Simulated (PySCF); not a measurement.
Spectroscopy problems

PySCF 2.14 calculation with shielding tensors at PBE0/pcSseg-1 (GIAO) and geometry from GFN2-xTB; one averaged value for each set of equivalent atoms, non-relativistic Hamiltonian, no solvent model, one conformer.

References, each an isolated molecule treated in the same way: TMS for 1H (31.72 ppm), 13C (186.93 ppm). Splittings of carbon signals by F and P are missing where no couplings were computed. Where no couplings were computed, multiplicities follow the n + 1 count of equivalent neighbours, and m marks all less simple cases (inequivalent or close neighbours, rings, F or P nearby). Shifts are as computed. Against solution values, carbons near 30 ppm lie about +3 ppm off and those near 130 ppm about +5 ppm. Of 1309 compounds with measured shifts, 239 miss one by over three times the rms of a fit or turn the order of signals round; such compounds aren't used in these exercises. OH and NH positions are gas-phase values without hydrogen bonding to other molecules.

(1) C$_{3}$H$_{7}$N$_{3}$Si. 1H NMR (400 MHz, computed): δ 3.58 (m, 2H), 3.50 (m, 2H), 1.02 (br s, 2H), 0.26 (br s, 1H). 13C{1H} NMR (computed): δ 125.7 (C), 49.8 (CH2). What is it?

(2) C$_{5}$H$_{11}$OPSi. 1H NMR (500 MHz, computed): δ 6.24 (m, 1H), 3.42 (m, 1H), 2.25 (s, 3H), 1.52 (m, 2H), 1.14 (m, 2H), 1.10 (m, 2H). 13C{1H} NMR (computed): δ 224.1 (C), 47.5 (CH), 33.1 (CH3), 22.7 (CH2). Give a structure.

Answers

(1) `N#C[Si]1(N)CNC1`. Rings plus π bonds: 3 (1 ring in the answer). 2 carbon signals for 3 carbons: some carbons are equivalent by symmetry or fast rotation. Carbon types of the structure: 1 × C, 2 × CH2, leaving 3 H on heteroatoms. δC 125.7: nitrile carbon; C≡N carbons fall here, among the sp2 signals but without a proton. δC 49.8: sp3 CH2 bonded to N and Si; deshielded by the electronegative neighbour. δH 3.58, 3.50: hydrogen on an sp3 CH2 bonded to N and Si; its carbon carries N, hence the downfield position. δH 1.02: hydrogen on a nitrogen bonded to Si; exchangeable, gas-phase position.

The data come from this structure; uniqueness wasn't tested.

(2) SMILES CC(=O)[C@H]1C[Si@H](P)C1. 4 carbon signals for 5 carbons: some carbons are equivalent by symmetry or fast rotation. Carbon types of the structure: 1 × C, 1 × CH, 2 × CH2, 1 × CH3, leaving 3 H on heteroatoms. δC 224.1: ketone carbonyl carbon; low-lying n→π* states of the double bond to the heteroatom give a large paramagnetic term (-290 ppm). δC 47.5: sp3 CH α to a carbonyl; the adjacent C=O deshields it moderately. δC 33.1: methyl carbon α to a carbonyl; the adjacent C=O deshields it moderately. δH 2.25: hydrogen on a methyl carbon α to a carbonyl; α to C=O.

This is the structure that produced the data.
